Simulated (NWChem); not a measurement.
CH$_{5}$ClO$_{2}$Si; SMILES CO[Si@H](O)Cl

```xyz
10

C      0.8636     2.0211     0.5289
O      0.3400     1.3856    -0.6262
Si    -0.4908    -0.0490    -0.6179
O     -1.8899     0.0097     0.2862
Cl     0.7189    -1.5396     0.2148
H      1.6059     1.3749     1.0485
H      0.0599     2.2848     1.2522
H      1.3709     2.9552     0.2152
H     -0.8052    -0.3384    -2.0375
H     -1.8542    -0.4524     1.1416
```
Atoms are numbered in this order, from 1.

Level: PBE-D3(BJ)/def2-SVP (NWChem), optimised geometry, unscaled harmonic frequencies. 

| frequency (cm⁻¹) | IR intensity (km/mol) |
|---|---|
| 31 | 14.4 |
| 97 | 2.6 |
| 122 | 66.4 |
| 145 | 9.7 |
| 238 | 23.7 |
| 285 | 10.9 |
| 398 | 28.0 |
| 509 | 60.5 |
| 715 | 45.5 |
| 748 | 41.9 |
| 817 | 265.4 |
| 847 | 142.8 |
| 917 | 123.7 |
| 1120 | 164.9 |
| 1134 | 0.2 |
| 1170 | 119.4 |
| 1418 | 1.9 |
| 1420 | 4.8 |
| 1425 | 7.2 |
| 2280 | 86.2 |
| 2934 | 58.4 |
| 3011 | 29.7 |
| 3057 | 21.6 |
| 3772 | 85.6 |

```json
{
  "zero_point_energy": "40.9 kcal/mol",
  "thermal correction to the enthalpy at 298.15 K (with zero-point energy)": "46.3 kcal/mol",
  "heat capacity Cv": "24.2 cal/(mol K)",
  "entropy at 298.15 K and 1 atm (symmetry number 1)": "88.7 cal/(mol K)",
  "dipole_moment": "1.71 D"
}
```

Rigid rotor and harmonic oscillator; modes under 100 cm⁻¹ make the entropy uncertain.
